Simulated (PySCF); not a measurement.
Compound: C₃H₆BNO₂.
Numbering: `[NH3+:1][BH2-:2][C:3]#[C:4][C:5](=[O:6])[OH:7]` (hydrogens: H8, H9, H10 on N1; H11, H12 on B2; H13 on O7)

Structure used (PBE0-D3(BJ)/def2-SVP), in Å, numbered top down from 1:
```
atom  x, y, z in Å
N1    -2.3181   -0.2408    0.1913
B2    -1.3374    0.4986   -0.8838
C3     0.1199    0.2459   -0.3838
C4     1.2405    0.0217    0.0485
C5     2.5286   -0.2791    0.6178
O6     2.6997   -0.9384    1.6148
O7     3.5408    0.2529   -0.0809
H8    -2.1832    0.1434    1.1284
H9    -2.1189   -1.2417    0.2416
H10   -3.2992   -0.1217   -0.0639
H11   -1.5669   -0.0240   -1.9642
H12   -1.6486    1.6801   -0.8608
H13    4.3484   -0.0147    0.3846
```

The calculation used PBE0-D3(BJ)/def2-SVP geometry optimisation, gas phase (PySCF 2.14.0).

Take the most abundant isotopes and a rigid rotor. The values belong to one conformer with, in the numbering `[NH3+:1][BH2-:2][C:3]#[C:4][C:5](=[O:6])[OH:7]`, C4–C5–O7–H 180°.

Problem. What are A, B and C (MHz)?

Solution. Ia = 67.69, Ib = 484.36, Ic = 545.14 u·Å²; 505379 MHz·u·Å²/I gives A = 7466, B = 1043, C = 927.1 MHz.

Problem. What kind of rotor is it?

Solution. A near-prolate asymmetric top; Ray's κ = -0.964.

Problem. Is it planar, by Δ = Ic − Ia − Ib?

Solution. Not planar: Δ = Ic − Ia − Ib = -6.91 u·Å². For a rigid frame Δ = −2 Σ m c², so Σ m c² = 3.45 u·Å² lies off the ab plane: 3.45 from hydrogen and 0.01 from heavier atoms. The atom farthest from that plane is 1.03 Å away.

Problem. Give the other two planar moments, Paa and Pbb, and the rms extents of the mass along the axes.

Solution. Paa = Σ m a² = (Ib + Ic − Ia)/2 = 480.90 and Pbb = Σ m b² = (Ia + Ic − Ib)/2 = 64.24 u·Å². With the mass M = 99.05 u, the rms extents √(P/M) along a, b and c are 2.20, 0.81, 0.19 Å.

Problem. Where do the levels up to J = 4 lie, in cm⁻¹?

Solution. Above 0(0,0):
J = 1: 1(0,1) 0.0657, 1(1,1) 0.2800, 1(1,0) 0.2838
J = 2: 2(0,2) 0.1971, 2(1,2) 0.4075, 2(1,1) 0.4192, 2(2,1) 1.0619, 2(2,0) 1.0619
J = 3: 3(0,3) 0.3941, 3(1,3) 0.5989, 3(1,2) 0.6221, 3(2,2) 1.2591, 3(2,1) 1.2593, 3(3,1) 2.3400, 3(3,0) 2.3400
J = 4: 4(0,4) 0.6565, 4(1,4) 0.8539, 4(1,3) 0.8927, 4(2,3) 1.5219, 4(2,2) 1.5227, 4(3,2) 2.6030, 4(3,1) 2.6030, 4(4,1) 4.1161, 4(4,0) 4.1161

Problem. Which lines would a microwave search look for?

Solution. The dipole components are |μa| = 4.43 D, |μb| = 3.14 D, |μc| = 0.08 D. The squared components, which scale the intensities, stand as 1.00 : 0.50 : 0.00 (a : b : c). Some of the stronger lines:

| type | branch | J(Ka,Kc) | MHz | lower level (cm⁻¹) |
| --- | --- | --- | --- | --- |
| a | Q | 2(1,1) ← 2(1,2) | 349 | 0.408 |
| a | R | 2(1,1) ← 1(1,0) | 4057 | 0.284 |
| a | R | 3(0,3) ← 2(0,2) | 5905 | 0.197 |
| a | R | 3(2,1) ← 2(2,0) | 5918 | 1.062 |
| a | R | 3(1,2) ← 2(1,1) | 6085 | 0.419 |
| b | Q | 3(1,2) ← 3(0,3) | 6837 | 0.394 |
| b | R | 3(1,3) ← 2(0,2) | 12044 | 0.197 |
| b | Q | 2(2,0) ← 2(1,1) | 19269 | 0.419 |
| b | Q | 2(2,1) ← 2(1,2) | 19617 | 0.408 |
| b | Q | 3(2,2) ← 3(1,3) | 19792 | 0.599 |
| b | R | 3(2,1) ← 2(1,2) | 25536 | 0.408 |
| b | Q | 3(3,0) ← 3(2,1) | 32397 | 1.259 |

Problem. Estimate the classical rotational partition function at 50 K, 200 K and 500 K.

Solution. Point group Cs, symmetry number σ = 1; q = (√π/σ)·√((kT/h)³/(ABC)), k/h = 20836.6 MHz/K: 22200 at 50 K, 177000 at 200 K, 701000 at 500 K.

PBE0-D3(BJ)/def2-SVP frequencies: not computed here. Zero-point vibration and centrifugal distortion are left out. A rigid rotor knows nothing of internal rotation, which can split or shift real lines. Quadrupole hyperfine structure (11B, 14N) is left out.
